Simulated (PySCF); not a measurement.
Geometry (Å), atoms numbered from 1 in this order:
```xyz
6

B     0.5448    0.9549   -0.0032
H     1.7509    0.9284    0.0564
H    -0.0639    1.9971   -0.0443
N    -0.1674   -0.2559   -0.0200
C    -0.7475   -1.3036   -0.0020
O    -1.3170   -2.3209    0.0131
```

PySCF 2.14.0 with density-fitted response routines calculation with PBE0-D3(BJ)/def2-SVP geometry and shielding tensors at PBE0/pcSseg-1 (GIAO); averaged over atoms made equivalent by symmetry, fast rotation or ring inversion, no relativistic terms, one conformer, in vacuum.

Chemical shifts δ = σref − σ; TMS for ¹³C and ¹H; ¹¹B vs BF3·OEt2; ¹⁵N against NH3; H2O for ¹⁷O, all at this level.

```csv
atoms,nucleus,count,Hirshfeld charge,δ (ppm)
O6,¹⁷O,1,-0.18,211.6
H2/H3,¹H,2,-0.05,?
B1,¹¹B,1,0.18,?
N4,¹⁵N,1,-0.17,104.0
C5,¹³C,1,0.27,140.5
```

Question: Fill in the missing shifts.

Answer: 
- H2/H3: 5.81 ppm, hydrogen on a boron bonded to N
- B1: 51.6 ppm, boron bonded to N, 2 H

Hydrogens on boron are broadened and split by ¹¹B (spin 3/2, 80 %) and 10B (spin 3). Shifts are as computed. Against solution values, carbons near 30 ppm lie about +2 ppm off and those near 130 ppm about +5 ppm. Of 1211 compounds with measured shifts, 218 miss one by over three times the rms of a fit or turn the order of signals round; such compounds aren't used in these exercises. Experimental scales use liquid or dissolved standards, which lie at an offset from isolated NH3 (liquid NH3: subtract about 20 ppm) and H2O (liquid H2O: subtract about 36 ppm).
